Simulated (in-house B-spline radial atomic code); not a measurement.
Spin-orbit splittings of orbital energies (j = l + 1/2 less j = l - 1/2) and ratios of mean radii (lower j over upper j) along the 19-electron series, configuration [Ar] 3d1. Computed with a radial B-spline atomic code at the basis-set limit: Dirac-Hartree-Fock, average of the configuration, finite nuclei.

```
  ion   Z  splitting of 3d (eV)  radius ratio of 3d  splitting of 3p (eV)  radius ratio of 3p  splitting of 2p (eV)  radius ratio of 2p
 Sc2+  21               0.02478             0.99825               0.55283             0.99382                4.7573             0.99183
 Ti3+  22              0.050527             0.99823               0.73518             0.99357                5.8993             0.99105
  V4+  23              0.083699             0.99817               0.96054             0.99325                7.2388             0.99024
 Cr5+  24               0.12603             0.99807                1.2341             0.99288                 8.798             0.98939
 Mn6+  25                0.1792             0.99794                1.5616             0.99247                10.601              0.9885
 Fe7+  26                     ?                   ?                     ?                   ?                     ?                   ?
 Co8+  27               0.32506             0.99762                2.4044             0.99152                15.039             0.98661
 Ni9+  28               0.42146             0.99743                2.9337               0.991                17.728             0.98561
Cu10+  29                     ?                   ?                     ?                   ?                     ?                   ?
Zn11+  30               0.67113             0.99703                4.2462             0.98988                24.193             0.98349
Ga12+  31                     ?                   ?                     ?                   ?                     ?                   ?
Ge13+  32                1.0112             0.99658                5.9531             0.98865                32.319             0.98121
As14+  33                1.2209             0.99634                6.9772               0.988                 37.09             0.98001
Se15+  34                1.4605             0.99609                8.1281             0.98732                42.383             0.97877
Br16+  35                1.7326             0.99582                 9.416             0.98661                48.235             0.97749
Kr17+  36                2.0399             0.99555                10.852             0.98588                54.687             0.97617
```

(1) Fill in the row of Fe7+.

(2) Fill in the row of Cu10+.

(3) Fill in the row of Ga12+.

(4) With what power of Z does the column «splitting of 3p (eV)» change over this range?

## Answers

(1) splitting of 3d (eV): 0.24494; radius ratio of 3d: 0.99779; splitting of 3p (eV): 1.9495; radius ratio of 3p: 0.99201; splitting of 2p (eV): 12.672; radius ratio of 2p: 0.98758.

(2) splitting of 3d (eV): 0.53611; radius ratio of 3d: 0.99724; splitting of 3p (eV): 3.5449; radius ratio of 3p: 0.99046; splitting of 2p (eV): 20.769; radius ratio of 2p: 0.98457.

(3) splitting of 3d (eV): 0.82872; radius ratio of 3d: 0.99681; splitting of 3p (eV): 5.0459; radius ratio of 3p: 0.98928; splitting of 2p (eV): 28.031; radius ratio of 2p: 0.98237.

(4) A fit of the logarithm of its size against log Z from Z = 21 to 36 has slope 5.49. An unscreened hydrogenic electron would give 4 at low Z; screening makes the apparent power larger near the neutral end, and relativity raises it again at high Z.
